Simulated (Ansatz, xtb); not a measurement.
# C2H10AlClOSi: which of two conformers lies lower

Structure X: `C[SiH2][OH+][Al@H-]([CH3])[Cl]`, a singlet. Structure Y: `C[SiH2][OH+][Al@H-]([CH3])[Cl]`, a singlet. Both are isolated molecules in the gas phase, relaxed with PBE0-D4/def2-SVP.

X (Å):

| atom | x (Å) | y (Å) | z (Å) |
| --- | --- | --- | --- |
| C | -0.8136 | -3.4570 | 0.4437 |
| C | -1.1819 | 1.8705 | -0.9896 |
| Al | -1.7036 | 0.1020 | -0.3236 |
| Cl | -1.5351 | -0.1898 | 1.8217 |
| O | -0.0974 | -0.9384 | -0.7987 |
| Si | 0.5778 | -2.3002 | 0.0562 |
| H | -0.4105 | -4.3873 | 0.8743 |
| H | -1.3779 | -3.7078 | -0.4669 |
| H | -1.4956 | -2.9955 | 1.1726 |
| H | 1.3198 | -1.7939 | 1.2387 |
| H | 1.5480 | -2.8600 | -0.9307 |
| H | 0.5154 | -0.4340 | -1.3500 |
| H | -2.8992 | -0.7332 | -0.9613 |
| H | -1.0453 | 1.8941 | -2.0852 |
| H | -0.2537 | 2.2415 | -0.5222 |
| H | -1.9644 | 2.6142 | -0.7619 |

Y (Å):

```xyz
16

C     2.4171   -0.7704   -2.8031
C     1.7849    1.9992   -0.0736
Al    1.3348    0.2444    0.6614
Cl    3.0127   -1.1308    0.7542
O     0.3578   -0.7078   -0.7645
Si    1.0202   -1.7074   -2.0299
H     3.2383   -0.6553   -2.0807
H     2.0856    0.2237   -3.1380
H     2.7913   -1.3260   -3.6774
H     1.3971   -3.0204   -1.4479
H    -0.1396   -1.8903   -2.9514
H    -0.5398   -0.9254   -0.4792
H     0.2411    0.0528    1.8099
H     2.3334    2.6038    0.6686
H     0.8870    2.5755   -0.3544
H     2.4310    1.9281   -0.9643
```

Task: Which of the two would you expect CCSD(T)/def2-SVP + ΔMP2/def2-TZVPP electronic energies to favour?

Result: CCSD(T)/def2-SVP + ΔMP2/def2-TZVPP gives E(Y) − E(X) = −0.27 kcal/mol, slightly favouring structure Y, which is too small a margin to settle the true order.

How the difference moves with the method:

```
                             level          geometry  E(Y) − E(X) (kcal/mol)  departure from the last row (kcal/mol)  job, with rough time for the two
                  PBE0-D4/def2-SVP  PBE0-D4/def2-SVP                     −0.28                                   −0.01             optimisation, 4.5 min
                       HF/def2-SVP  PBE0-D4/def2-SVP                     +0.08                                   +0.35           part of the CCSD(T) run
                      MP2/def2-SVP  PBE0-D4/def2-SVP                     −0.20                                   +0.07           part of the CCSD(T) run
                  CCSD(T)/def2-SVP  PBE0-D4/def2-SVP                     −0.17                                   +0.10                      single point
CCSD(T)/def2-SVP + ΔMP2/def2-TZVPP  PBE0-D4/def2-SVP                     −0.27                                                        single point, 51 s
```

The largest departure from CCSD(T)/def2-SVP + ΔMP2/def2-TZVPP is that of HF/def2-SVP, 0.35 kcal/mol. Levels run at GFN2-xTB geometries aren't shown. The last row adds to CCSD(T) the change of the MP2 difference between the two basis sets, here −0.10 kcal/mol.

With thermal terms from frequencies at re-optimised GFN2-xTB minima (ideal gas, soft modes damped towards free rotors, one conformer each, 298.15 K, 1 atm): on the last row, ΔE + ΔZPE = −0.27, ΔH = −0.29, ΔG = −0.27 kcal/mol.

The correlated steps freeze 18 core orbitals. Run with Ansatz 0.2.0, xtb 6.7.1; the last row on 2 threads of Intel(R) Xeon(R) 6975P-C (Granite Rapids) on a shared host.
